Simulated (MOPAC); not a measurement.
Input for MOPAC: PM3 on BeFHO (SMILES [OH][Be][F]), a point of a bond scan (R = 3.052 Å).

```
PM3 1SCF PRECISE CHARGE=0 THREADS=1
BeFHO

Be     0.02934244 1     0.01481768 1    -0.02556009 1
F      0.98280109 1     0.52800817 1    -0.89505489 1
O     -0.99864586 1    -0.46736623 1     0.82454057 1
H     -0.91789962 1    -2.40352028 1     3.18252217 1
```

The log:

```
*******************************************************************************
 **                                                                           **
 **                              MOPAC v23.2.5                                **
 **                                                                           **
 *******************************************************************************
 ** MOPAC's Digital Object Identifier: https://doi.org/10.5281/zenodo.6511958 **
 **                                                                           **
 ** Please cite the open-source release paper for use of this MOPAC version:  **
 ** J. E. Moussa and J. J. P. Stewart (2026)                                  **
 ** MOPAC: An open-source semiempirical molecular orbital program             **
 ** J. Open Source Softw., 11(119), 8025, https://doi.org/10.21105/joss.08025 **
 *******************************************************************************

                              PM3 CALCULATION RESULTS

 *******************************************************************************
 *  PM3        - The PM3 Hamiltonian to be used
 *
 *
 *
 *                 CHARGE ON SYSTEM = 0
 *
 *
 *
 *  PRECISE    - TIGHTER CRITERIA TO BE USED
 *  1SCF       - DO 1 SCF AND THEN STOP
 *  THREADS=1  - MULTI-THREADING NOT USED
 *  T=         - A TIME OF 172800.0 SECONDS REQUESTED
 *  DUMP=N     - RESTART FILE WRITTEN EVERY 7200.0 SECONDS REQUESTED
 *******************************************************************************
PM3 1SCF PRECISE CHARGE=0 THREADS=1
 BeFHO

   ATOM   CHEMICAL          X               Y               Z
  NUMBER   SYMBOL      (ANGSTROMS)     (ANGSTROMS)     (ANGSTROMS)

     1      Be          0.02934244  *   0.01481768  *  -0.02556009  *
     2       F          0.98280109  *   0.52800817  *  -0.89505489  *
     3       O         -0.99864586  *  -0.46736623  *   0.82454057  *
     4       H         -0.91789962  *  -2.40352028  *   3.18252217  *



          CARTESIAN COORDINATES

    NO.       ATOM           X           Y           Z

     1        Be          0.0293      0.0148     -0.0256
     2         F          0.9828      0.5280     -0.8951
     3         O         -0.9986     -0.4674      0.8245
     4         H         -0.9179     -2.4035      3.1825

  H: (PM3): J. J. P. STEWART, J. COMP. CHEM. 10, 209 (1989).
 Be: (PM3): J. J. P. STEWART, J. COMP. CHEM. 10, 209 (1989).
  O: (PM3): J. J. P. STEWART, J. COMP. CHEM. 10, 209 (1989).
  F: (PM3): J. J. P. STEWART, J. COMP. CHEM. 10, 209 (1989).

           Empirical Formula: H O Be F  =     4 atoms



      MOLECULAR POINT GROUP   :   Cs


      RHF CALCULATION, NO. OF DOUBLY OCCUPIED LEVELS = 8



 ALL CONVERGERS ARE NOW FORCED ON
 SHIFT=10, PULAY ON, CAMP-KING ON
 AND ITERATION COUNTER RESET



 -------------------------------------------------------------------------------
 PM3 1SCF PRECISE CHARGE=0 THREADS=1
 BeFHO



     1SCF WAS SPECIFIED, SO BFGS WAS NOT USED
     SCF FIELD WAS ACHIEVED


                              PM3 CALCULATION
                                                       MOPAC v23.2.5 Linux




          FINAL HEAT OF FORMATION =         46.02530 KCAL/MOL =     192.56986 KJ/MOL


          COSMO AREA              =         93.28 SQUARE ANGSTROMS
          COSMO VOLUME            =         69.47 CUBIC ANGSTROMS

          IONIZATION POTENTIAL    =          9.454329 EV
          HOMO LUMO ENERGIES (EV) =         -9.454 -4.604
          NO. OF FILLED LEVELS    =          8
          MOLECULAR WEIGHT        =         45.0179         POINT GROUP:  Cs

          MOLECULAR DIMENSIONS (Angstroms)

            Atom       Atom       Distance
            H     4    F     2     5.36965
            O     3    F     2     1.16974
            F     2   Be     1     0.00000


          SCF CALCULATIONS        =          1





   ATOM   CHEMICAL          X               Y               Z
  NUMBER   SYMBOL      (ANGSTROMS)     (ANGSTROMS)     (ANGSTROMS)

     1      Be          0.02934244  *   0.01481768  *  -0.02556009  *
     2       F          0.98280109  *   0.52800817  *  -0.89505489  *
     3       O         -0.99864586  *  -0.46736623  *   0.82454057  *
     4       H         -0.91789962  *  -2.40352028  *   3.18252217  *

                             CARTESIAN COORDINATES

   1   Be        0.029342440     0.014817680    -0.025560090
   2    F        0.982801090     0.528008170    -0.895054890
   3    O       -0.998645860    -0.467366230     0.824540570
   4    H       -0.917899620    -2.403520280     3.182522170


           Empirical Formula: H O Be F  =     4 atoms



      MOLECULAR POINT GROUP   :   Cs


                  EIGENVALUES
 -31.66198 -20.74829 -15.72008 -15.33762 -15.29363 -13.01173 -11.37817  -9.45433
  -4.60394   1.56173   4.79543   4.91769   8.16728


              NET ATOMIC CHARGES AND DIPOLE CONTRIBUTIONS

  ATOM NO.   TYPE          CHARGE      No. of ELECS.   s-Pop       p-Pop
    1         Be           0.462659        1.5373     0.69730     0.84004
    2          F          -0.269298        7.2693     1.65202     5.61728
    3          O          -0.459301        6.4593     1.88044     4.57886
    4          H           0.265941        0.7341     0.73406
 DIPOLE           X         Y         Z       TOTAL
 POINT-CHG.    -0.175    -2.689     3.347     4.297
 HYBRID         0.095    -0.026     0.008     0.098
 SUM           -0.081    -2.715     3.355     4.317


          ATOMIC ORBITAL ELECTRON POPULATIONS

     Atom    s        px        py        pz
    1 Be   0.69730   0.33560   0.20083   0.30361
    2  F   1.65202   1.84058   1.91590   1.86080
    3  O   1.88044   1.38025   1.63538   1.56323
    4  H   0.73406

 **********************
 *                    *
 * JOB ENDED NORMALLY *
 *                    *
 **********************




 == MOPAC DONE ==
```

The run finished.

Cost: around 0.09 core-seconds (rough).
